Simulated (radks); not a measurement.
The numbers below are computed, except where a source is named.
Task: Ionisation of neutral hafnium, [Xe] 4f14 5d2 6s2, to Hf+, [Xe] 4f14 5d1 6s2, under several functionals. Scalar-relativistic Kohn-Sham, spin-unpolarised, spherical densities, finite nucleus; a radial shooting solver on a logarithmic mesh with Libxc functionals. Known Delta-SCF values: LDA (Slater exchange, Perdew-Wang correlation) 6.730 eV; XLYP 6.397 eV; AM05 6.502 eV. What does exchange-only B88 give, and what is its highest occupied eigenvalue?

Result: 5.659 eV by Delta-SCF; the 5d eigenvalue is -1.953 eV. NIST: 6.825 eV (measured).

Beside tabulated values, note that spin-unpolarised runs miss the spin-polarisation part of the exchange energy of open shells.
